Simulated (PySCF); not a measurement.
Isomers of C6H10F3OP, one GFN2-xTB conformer each. Single-point energies are computed at PBE0/pcSseg-1 (PySCF, gas phase, no added dispersion term), electronic only.

```
                       SMILES  GFN2-xTB relative energy (kcal/mol)
   C/C=C\[P@](=O)(CC)C(F)(F)F                                 17.8
CC[P@@]1(=O)CC[C@@H]1C(F)(F)F                                  0.0
         C=C(C)P(COC)C(F)(F)F                                 61.6
         CCP(CC(F)(F)F)C(C)=O                                 37.6
      C=CC[P@H](=O)CCC(F)(F)F                                 13.8
    C[P@](=O)(CC(F)(F)F)C1CC1                                  6.3
    O=[P@@H](CC(F)(F)F)C1CCC1                                  2.9
    C[P@](=O)(C1CCC1)C(F)(F)F                                  6.9
         CC(=O)P(C)CCC(F)(F)F                                 37.2
```

Conformers: `[CH3:1]/[CH:2]=[CH:3]\[P@:4](=[O:5])([CH2:6][CH3:7])[C:8]([F:9])([F:10])[F:11]` with C2–C3–P4–O5 -24°, C3–P4–C6–C7 177°; `[CH3:1][CH2:2][P@@:3]1(=[O:4])[CH2:5][CH2:6][C@@H:7]1[C:8]([F:9])([F:10])[F:11]` with C1–C2–P3–O4 54°, C2–P3–C5–C6 90°, P3–C5–C6–C7 14°, C5–C6–C7–C8 96°, C2–P3–C7–C6 -95°; `[CH2:1]=[C:2]([CH3:3])[P:4]([CH2:5][O:6][CH3:7])[C:8]([F:9])([F:10])[F:11]` with C1–C2–P4–C5 -36°, C2–P4–C5–O6 84°, P4–C5–O6–C7 173°; `[CH3:1][CH2:2][P:3]([CH2:4][C:5]([F:6])([F:7])[F:8])[C:9]([CH3:10])=[O:11]` with C1–C2–P3–C4 172°, C2–P3–C4–C5 177°, C2–P3–C9–C10 -125°; `[CH2:1]=[CH:2][CH2:3][P@H:4](=[O:5])[CH2:6][CH2:7][C:8]([F:9])([F:10])[F:11]` with C1–C2–C3–P4 113°, C2–C3–P4–O5 -64°, C3–P4–C6–C7 161°, P4–C6–C7–C8 74°; `[CH3:1][P@:2](=[O:3])([CH2:4][C:5]([F:6])([F:7])[F:8])[CH:9]1[CH2:10][CH2:11]1` with C1–P2–C4–C5 -41°, C1–P2–C9–C10 -98°; `[O:1]=[P@@H:2]([CH2:3][C:4]([F:5])([F:6])[F:7])[CH:8]1[CH2:9][CH2:10][CH2:11]1` with O1–P2–C3–C4 -53°, O1–P2–C8–C9 -42°, P2–C8–C9–C10 99°, C8–C9–C10–C11 11°, C9–C10–C11–C8 -11°, P2–C8–C11–C10 -100°; `[CH3:1][P@:2](=[O:3])([CH:4]1[CH2:5][CH2:6][CH2:7]1)[C:8]([F:9])([F:10])[F:11]` with C1–P2–C4–C5 78°, P2–C4–C5–C6 125°, C4–C5–C6–C7 -10°, C5–C6–C7–C4 10°, P2–C4–C7–C6 -125°; `[CH3:1][C:2](=[O:3])[P:4]([CH3:5])[CH2:6][CH2:7][C:8]([F:9])([F:10])[F:11]` with C1–C2–P4–C5 -75°, C2–P4–C6–C7 -76°, P4–C6–C7–C8 -172°.

Problem. What does PBE0/pcSseg-1 give for the same structures?

Solution. 
| SMILES | PBE0/pcSseg-1 E (Eh) | PBE0/pcSseg-1 (kcal/mol) | GFN2-xTB (kcal/mol) | point group |
| --- | --- | --- | --- | --- |
| CC[P@@]1(=O)CC[C@@H]1C(F)(F)F | -949.95094 | 0.0 | 0.0 | C1 |
| C[P@](=O)(CC(F)(F)F)C1CC1 | -949.94701 | 2.5 | 6.3 | C1 |
| CC(=O)P(C)CCC(F)(F)F | -949.94300 | 5.0 | 37.2 | C1 |
| CCP(CC(F)(F)F)C(C)=O | -949.93501 | 10.0 | 37.6 | C1 |
| C/C=C\[P@](=O)(CC)C(F)(F)F | -949.92974 | 13.3 | 17.8 | C1 |
| C=CC[P@H](=O)CCC(F)(F)F | -949.92854 | 14.1 | 13.8 | C1 |
| C[P@](=O)(C1CCC1)C(F)(F)F | -949.92816 | 14.3 | 6.9 | C1 |
| O=[P@@H](CC(F)(F)F)C1CCC1 | -949.92276 | 17.7 | 2.9 | C1 |
| C=C(C)P(COC)C(F)(F)F | -949.87720 | 46.3 | 61.6 | C1 |

Both levels put the same isomer lowest; measured from each level's own lowest isomer, the values differ by up to 32.2 kcal/mol (CC(=O)P(C)CCC(F)(F)F: 37.2 against 5.0). As drawn, the lowest has a four-membered ring and a P=O bond, which the highest lacks; the highest has a C=C bond outside aromatic rings, which the lowest lacks. Neighbours under 2.5 kcal/mol apart (CC[P@@]1(=O)CC[C@@H]1C(F)(F)F and C[P@](=O)(CC(F)(F)F)C1CC1; C/C=C\[P@](=O)(CC)C(F)(F)F and C=CC[P@H](=O)CCC(F)(F)F; C=CC[P@H](=O)CCC(F)(F)F and C[P@](=O)(C1CCC1)C(F)(F)F) can change places with a better method, another conformer or zero-point energy.

Problem. Which frontier levels, dipoles and rotational constants go with these structures?

Solution. 
```json
{"SMILES": "CC[P@@]1(=O)CC[C@@H]1C(F)(F)F", "HOMO (eV, PBE0/pcSseg-1)": "-7.88", "LUMO (eV)": "0.55", "dipole (D)": "5.47", "A, B, C (MHz)": "1502, 743.8, 670.0"}
{"SMILES": "C[P@](=O)(CC(F)(F)F)C1CC1", "HOMO (eV, PBE0/pcSseg-1)": "-7.96", "LUMO (eV)": "1.11", "dipole (D)": "2.10", "A, B, C (MHz)": "1584, 646.7, 576.5"}
{"SMILES": "CC(=O)P(C)CCC(F)(F)F", "HOMO (eV, PBE0/pcSseg-1)": "-6.87", "LUMO (eV)": "-1.12", "dipole (D)": "4.45", "A, B, C (MHz)": "1807, 448.7, 403.4"}
{"SMILES": "CCP(CC(F)(F)F)C(C)=O", "HOMO (eV, PBE0/pcSseg-1)": "-6.91", "LUMO (eV)": "-1.33", "dipole (D)": "2.79", "A, B, C (MHz)": "1460, 625.6, 535.7"}
{"SMILES": "C/C=C\\[P@](=O)(CC)C(F)(F)F", "HOMO (eV, PBE0/pcSseg-1)": "-8.04", "LUMO (eV)": "-1.00", "dipole (D)": "3.71", "A, B, C (MHz)": "1201, 826.7, 650.1"}
{"SMILES": "C=CC[P@H](=O)CCC(F)(F)F", "HOMO (eV, PBE0/pcSseg-1)": "-7.49", "LUMO (eV)": "-0.01", "dipole (D)": "4.20", "A, B, C (MHz)": "2601, 425.6, 413.7"}
{"SMILES": "C[P@](=O)(C1CCC1)C(F)(F)F", "HOMO (eV, PBE0/pcSseg-1)": "-8.10", "LUMO (eV)": "0.74", "dipole (D)": "4.17", "A, B, C (MHz)": "1528, 724.2, 634.4"}
{"SMILES": "O=[P@@H](CC(F)(F)F)C1CCC1", "HOMO (eV, PBE0/pcSseg-1)": "-7.96", "LUMO (eV)": "0.69", "dipole (D)": "5.12", "A, B, C (MHz)": "2464, 487.8, 481.1"}
{"SMILES": "C=C(C)P(COC)C(F)(F)F", "HOMO (eV, PBE0/pcSseg-1)": "-7.15", "LUMO (eV)": "-0.22", "dipole (D)": "2.34", "A, B, C (MHz)": "1253, 736.9, 538.1"}
```

Problem. As an exercise, what shares would exp(−E/RT) give at 500 K from these electronic energies alone (no entropy, no degeneracies)?

Solution. RT = 0.994 kcal/mol: CC[P@@]1(=O)CC[C@@H]1C(F)(F)F 91.7 %, C[P@](=O)(CC(F)(F)F)C1CC1 7.7 %, CC(=O)P(C)CCC(F)(F)F 0.6 %, CCP(CC(F)(F)F)C(C)=O under 0.1 %, C/C=C\[P@](=O)(CC)C(F)(F)F under 0.1 %, C=CC[P@H](=O)CCC(F)(F)F under 0.1 %, C[P@](=O)(C1CCC1)C(F)(F)F under 0.1 %, O=[P@@H](CC(F)(F)F)C1CCC1 under 0.1 %, C=C(C)P(COC)C(F)(F)F under 0.1 %.
